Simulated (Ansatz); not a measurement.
Species: C$_{3}$H$_{2}$F$_{5}$ (charge 0, doublet). It need not be the lowest isomer of its formula. SMILES: FC(F)[CH]C(F)(F)F
Coordinates optimised at B3LYP-D3(BJ)/def2-TZVP (Ansatz, a quantum-chemistry and plane-wave program):
```
C
H 1 1.0801
C 1 1.4821 2 119.47
F 3 1.3691 1 109.58 2 57.04
F 3 1.3715 4 106.70 1 118.68
H 3 1.0902 4 108.30 5 116.27
C 1 1.4828 2 118.92 3 -174.24
F 7 1.3418 1 111.44 2 -19.61
F 7 1.3516 8 107.91 1 122.89
F 7 1.3546 8 107.40 9 114.40
```
Charge 0, spin multiplicity 2.

Wanted: atomisation energy (electronic, to ground-state atoms), in eV. Valence correlation only, unless marked. Open shells are spin-unrestricted. Spin-orbit coupling is left out. Non-relativistic. The coupled-cluster limit lacks core correlation, which all-electron functionals hold. Basis-set limits of correlation are two-point, X^-3; Hartree-Fock from the larger set. The bracket is a focal-point correction in the basis named.

```json
[
 {"level": "revPBE/def2-TZVPD", "program": "Ansatz", "atomisation energy (eV)": "41.52"}
]
```

Problem. What does RI-MP2/CBS(cc-pVTZ,cc-pVQZ)+[CCSD(T)-MP2]/cc-pVTZ (Ansatz) give?

Solution. 41.73 eV, so revPBE/def2-TZVPD differs from it by -0.21 eV.
